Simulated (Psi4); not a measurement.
Input for Psi4: SAPT0/jun-cc-pV(D+d)Z on C2H7ClO (a complex), monomers drawn apart or pushed together.

```
memory 2025 MB

molecule dimer {
0 1
Cl    0.79746474    0.13762969   -0.34274770
H     0.13752895   -0.23834519    0.73026546
--
0 1
C     0.60867010    0.95476088    4.23280357
C     0.29107262   -0.50917875    3.99910784
O    -0.69512628   -0.70292720    2.97039561
H     1.38241675    1.05596479    4.99659026
H    -0.27396887    1.49768106    4.58183318
H     0.96460743    1.42436758    3.31536507
H     1.17075631   -1.04679850    3.64634856
H    -0.05028255   -0.99196428    4.91968350
H    -1.48512835   -0.19549205    3.19075980
units angstrom
symmetry c1
no_reorient
no_com
}

set {
  basis jun-cc-pV(D+d)Z
  scf_type df
  freeze_core true
}

energy('sapt0')
```

The log:

```
[...]
==> Input File <==

--------------------------------------------------------------------------
memory 2025 MB

molecule dimer {
0 1
Cl    0.79746474    0.13762969   -0.34274770
H     0.13752895   -0.23834519    0.73026546
--
0 1
C     0.60867010    0.95476088    4.23280357
C     0.29107262   -0.50917875    3.99910784
O    -0.69512628   -0.70292720    2.97039561
H     1.38241675    1.05596479    4.99659026
H    -0.27396887    1.49768106    4.58183318
H     0.96460743    1.42436758    3.31536507
H     1.17075631   -1.04679850    3.64634856
H    -0.05028255   -0.99196428    4.91968350
H    -1.48512835   -0.19549205    3.19075980
units angstrom
symmetry c1
no_reorient
no_com
}

set {
  basis jun-cc-pV(D+d)Z
  scf_type df
  freeze_core true
}

energy('sapt0')
--------------------------------------------------------------------------


   => Loading Basis Set <=

    Name: JUN-CC-PV(D+D)Z
    Role: ORBITAL
    Keyword: BASIS
    atoms 1       entry CL         line   764 file jun-cc-pv_dpd_z.gbs
    atoms 2, 6-11 entry H          line    60 file jun-cc-pv_dpd_z.gbs
    atoms 3-4     entry C          line   188 file jun-cc-pv_dpd_z.gbs
    atoms 5       entry O          line   256 file jun-cc-pv_dpd_z.gbs

   => Loading Basis Set <=

    Name: JUN-CC-PV(D+D)Z
    Role: ORBITAL
    Keyword: BASIS
    atoms 1       entry CL         line   764 file jun-cc-pv_dpd_z.gbs
    atoms 2, 6-11 entry H          line    60 file jun-cc-pv_dpd_z.gbs
    atoms 3-4     entry C          line   188 file jun-cc-pv_dpd_z.gbs
    atoms 5       entry O          line   256 file jun-cc-pv_dpd_z.gbs


  //>>>>>>>>>>>>>>>>>>>>>>>>>>>>>>>>>>>//
  //              Dimer HF             //
  //<<<<<<<<<<<<<<<<<<<<<<<<<<<<<<<<<<<//

   => Libint2 <=

    Primary   basis highest AM E, G, H:  7, 6, 3
    Auxiliary basis highest AM E, G, H:  7, 7, 4
    Onebody   basis highest AM E, G, H:  -, -, -
    Solid Harmonics ordering:            Gaussian


   => Loading Basis Set <=

    Name: JUN-CC-PV(D+D)Z
    Role: ORBITAL
    Keyword: BASIS
    atoms 1       entry CL         line   764 file jun-cc-pv_dpd_z.gbs
    atoms 2, 6-11 entry H          line    60 file jun-cc-pv_dpd_z.gbs
    atoms 3-4     entry C          line   188 file jun-cc-pv_dpd_z.gbs
    atoms 5       entry O          line   256 file jun-cc-pv_dpd_z.gbs


         ---------------------------------------------------------
                                   SCF
               by Justin Turney, Rob Parrish, Andy Simmonett
                          and Daniel G. A. Smith
                              RHF Reference
                        1 Threads,   1931 MiB Core
         ---------------------------------------------------------

  ==> Geometry <==

    Molecular point group: c1
    Full point group: C1

    Geometry (in Angstrom), charge = 0, multiplicity = 1:

       Center              X                  Y                   Z               Mass
    ------------   -----------------  -----------------  -----------------  -----------------
         CL           0.797464740000     0.137629690000    -0.342747700000    34.968852682000
         H            0.137528950000    -0.238345190000     0.730265460000     1.007825032230
         C            0.608670100000     0.954760880000     4.232803570000    12.000000000000
         C            0.291072620000    -0.509178750000     3.999107840000    12.000000000000
         O           -0.695126280000    -0.702927200000     2.970395610000    15.994914619570
         H            1.382416750000     1.055964790000     4.996590260000     1.007825032230
         H           -0.273968870000     1.497681060000     4.581833180000     1.007825032230
         H            0.964607430000     1.424367580000     3.315365070000     1.007825032230
         H            1.170756310000    -1.046798500000     3.646348560000     1.007825032230
         H           -0.050282550000    -0.991964280000     4.919683500000     1.007825032230
         H           -1.485128350000    -0.195492050000     3.190759800000     1.007825032230

  Running in c1 symmetry.

  Rotational constants: A =      0.23403  B =      0.02497  C =      0.02362 [cm^-1]
  Rotational constants: A =   7016.00258  B =    748.66864  C =    708.14543 [MHz]
  Nuclear repulsion =  147.491708438574648

  Charge       = 0
  Multiplicity = 1
  Electrons    = 44
  Nalpha       = 22
  Nbeta        = 22

  ==> Algorithm <==

  SCF Algorithm Type is DF.
  DIIS enabled.
  MOM disabled.
  Fractional occupation disabled.
  Guess Type is SAD.
  Energy threshold   = 1.00e-08
  Density threshold  = 1.00e-08
  Integral threshold = 1.00e-12

  ==> Primary Basis <==

  Basis Set: JUN-CC-PV(D+D)Z
    Blend: JUN-CC-PV(D+D)Z
    Number of shells: 56
    Number of basis functions: 116
    Number of Cartesian functions: 121
    Spherical Harmonics?: true
    Max angular momentum: 2

   => Loading Basis Set <=

    Name: (JUN-CC-PV(D+D)Z AUX)
    Role: JKFIT
    Keyword: DF_BASIS_SCF
    atoms 1       entry CL         
[...]
pulsion Energy =             81.4754347429882557
    One-Electron Energy =                -370.7357778274262046
    Two-Electron Energy =                 135.1612478437797336
    Total Energy =                       -154.0990952406582437

Computation Completed


Properties will be evaluated at   0.000000,   0.000000,   0.000000 [a0]

Properties computed using the SCF density matrix


 Multipole Moments:

 ------------------------------------------------------------------------------------
     Multipole            Electronic (a.u.)      Nuclear  (a.u.)        Total (a.u.)
 ------------------------------------------------------------------------------------

 L = 1.  Multiply by 2.5417464519 to convert [e a0] to [Debye]
 Dipole X            :         -2.9108099            2.9212271            0.0104171
 Dipole Y            :          2.7482369           -2.2793238            0.4689131
 Dipole Z            :       -184.1761799          184.8250676            0.6488877
 Magnitude           :                                                    0.8006517

 ------------------------------------------------------------------------------------

  Constructing Basis Sets for SAPT...

   => Loading Basis Set <=

    Name: (JUN-CC-PV(D+D)Z AUX)
    Role: RIFIT
    Keyword: DF_BASIS_SAPT
    atoms 1       entry CL         line   544 file jun-cc-pvdz-ri.gbs
    atoms 2, 6-11 entry H          line    30 file jun-cc-pvdz-ri.gbs
    atoms 3-4     entry C          line   100 file jun-cc-pvdz-ri.gbs
    atoms 5       entry O          line   188 file jun-cc-pvdz-ri.gbs

   => Loading Basis Set <=

    Name: (JUN-CC-PV(D+D)Z AUX)
    Role: JKFIT
    Keyword: DF_BASIS_ELST
    atoms 1       entry CL         line   746 file jun-cc-pvdz-jkfit.gbs
    atoms 2, 6-11 entry H          line    70 file jun-cc-pvdz-jkfit.gbs
    atoms 3-4     entry C          line   146 file jun-cc-pvdz-jkfit.gbs
    atoms 5       entry O          line   258 file jun-cc-pvdz-jkfit.gbs


  //>>>>>>>>>>>>>>>>>>>>>>>>>>>>>>>>>>>//
  //               SAPT0               //
  //<<<<<<<<<<<<<<<<<<<<<<<<<<<<<<<<<<<//



        SAPT0
    Ed Hohenstein
     6 June 2009

      Orbital Information
  --------------------------
    NSO        =       116
    NMO        =       116
    NRI        =       378
    NRI (Elst) =       519
    NOCC A     =         9
    NOCC B     =        13
    FOCC A     =         5
    FOCC B     =         3
    NVIR A     =       107
    NVIR B     =       103

    Elst10,r            =    -0.007553110466 [Eh]
    Exch10              =     0.002686054085 [Eh]
    Exch10 (S^2)        =     0.002679985730 [Eh]

    Maxiter = 50
    CPHF R converge = 1.000000E-08

    Iter     Energy [mEh]          dE [mEh]         Residual      Time [s]
       1      -0.47040799       0.470407991     4.370387e-03             0
       2      -0.51170106       0.041293071     1.768966e-03             0
       3      -0.54281702       0.031115956     2.475404e-04             0
       4      -0.53940597      -0.003411045     4.101203e-05             0
       5      -0.53948501       0.000079038     1.038149e-05             0
       6      -0.53953551       0.000050500     1.858527e-06             0
       7      -0.53952367      -0.000011846     3.980862e-07             0
       8      -0.53952530       0.000001632     1.247344e-07             0
       9      -0.53952516      -0.000000135     3.167515e-08             0
      10      -0.53952510      -0.000000066     4.841629e-09             0

    CHF Iterations converged

    Maxiter = 50
    CPHF R converge = 1.000000E-08

    Iter     Energy [mEh]          dE [mEh]         Residual      Time [s]
       1      -0.70231791       0.702317906     5.221710e-03             0
       2      -0.86892468       0.166606770     2.677794e-03             0
       3      -0.90676170       0.037837026     6.145122e-04             0
       4      -0.90432809      -0.002433607     1.775484e-04             0
       5      -0.90251085      -0.001817240     3.818289e-05             0
       6      -0.90266474       0.000153884     1.264403e-05             0
       7      -0.90276870       0.000103964     3.040881e-06             1
       8      -0.90274752      -0.000021179     6.032885e-07             1
       9      -0.90274642      -0.000001106     1.583405e-07             1
      10      -0.90274708       0.000000662     4.914728e-08             1
      11      -0.90274718       0.000000103     1.321768e-08             1
      12      -0.90274712      -0.000000064     3.537027e-09             1

    CHF Iterations converged

    Ind20,r (A<-B)      =    -0.000539525097 [Eh]
    Ind20,r (B<-A)      =    -0.000902747119 [Eh]
    Ind20,r             =    -0.001442272215 [Eh]
    Exch-Ind20,r (A<-B) =     0.000173641987 [Eh]
    Exch-Ind20,r (B<-A) =     0.000368441205 [Eh]
    Exch-Ind20,r        =     0.000542083192 [Eh]
    Disp20              =    -0.001674039444 [Eh]
    Disp20 (SS)         =    -0.000837019722 [Eh]
    Disp20 (OS)         =    -0.000837019722 [Eh]
    Exch-Disp20         =     0.000164304512 [Eh]
    Exch-Disp20 (SS)    =     0.000089305083 [Eh]
    Exch-Disp20 (OS)    =     0.000074999429 [Eh]

    SAPT Results
  --------------------------------------------------------------------------------------------------------
    Electrostatics                 -7.55311047 [mEh]      -4.73964837 [kcal/mol]     -19.83068880 [kJ/mol]
      Elst10,r                     -7.55311047 [mEh]      -4.73964837 [kcal/mol]     -19.83068880 [kJ/mol]

    Exchange                        2.68605409 [mEh]       1.68552439 [kcal/mol]       7.05223403 [kJ/mol]
      Exch10                        2.68605409 [mEh]       1.68552439 [kcal/mol]       7.05223403 [kJ/mol]
      Exch10(S^2)                   2.67998573 [mEh]       1.68171644 [kcal/mol]       7.03630157 [kJ/mol]

    Induction                      -1.41459726 [mEh]      -0.88767318 [kcal/mol]      -3.71402459 [kJ/mol]
      Ind20,r                      -1.44227222 [mEh]      -0.90503948 [kcal/mol]      -3.78668518 [kJ/mol]
      Exch-Ind20,r                  0.54208319 [mEh]       0.34016234 [kcal/mol]       1.42323923 [kJ/mol]
      delta HF,r (2)               -0.51440823 [mEh]      -0.32279604 [kcal/mol]      -1.35057863 [kJ/mol]

    Dispersion                     -1.50973493 [mEh]      -0.94737297 [kcal/mol]      -3.96380852 [kJ/mol]
      Disp20                       -1.67403944 [mEh]      -1.05047561 [kcal/mol]      -4.39518995 [kJ/mol]
      Exch-Disp20                   0.16430451 [mEh]       0.10310264 [kcal/mol]       0.43138144 [kJ/mol]
      Disp20 (SS)                  -0.83701972 [mEh]      -0.52523781 [kcal/mol]      -2.19759498 [kJ/mol]
      Disp20 (OS)                  -0.83701972 [mEh]      -0.52523781 [kcal/mol]      -2.19759498 [kJ/mol]
      Exch-Disp20 (SS)              0.08930508 [mEh]       0.05603979 [kcal/mol]       0.23447046 [kJ/mol]
      Exch-Disp20 (OS)              0.07499943 [mEh]       0.04706285 [kcal/mol]       0.19691097 [kJ/mol]

  Total HF                         -6.28165364 [mEh]      -3.94179717 [kcal/mol]     -16.49247935 [kJ/mol]
  Total SAPT0                      -7.79138857 [mEh]      -4.88917014 [kcal/mol]     -20.45628787 [kJ/mol]

  Special recipe for scaled SAPT0 (see Manual):
    Electrostatics sSAPT0          -7.55311047 [mEh]      -4.73964837 [kcal/mol]     -19.83068880 [kJ/mol]
    Exchange sSAPT0                 2.68605409 [mEh]       1.68552439 [kcal/mol]       7.05223403 [kJ/mol]
    Induction sSAPT0               -1.41090656 [mEh]      -0.88535723 [kcal/mol]      -3.70433466 [kJ/mol]
    Dispersion sSAPT0              -1.50861629 [mEh]      -0.94667101 [kcal/mol]      -3.96087152 [kJ/mol]
  Total sSAPT0                     -7.78657922 [mEh]      -4.88615223 [kcal/mol]     -20.44366094 [kJ/mol]
  --------------------------------------------------------------------------------------------------------



*** Psi4 exiting successfully. Buy a developer a beer!
```

The run finished.

Cost: around 16 core-seconds (rough).
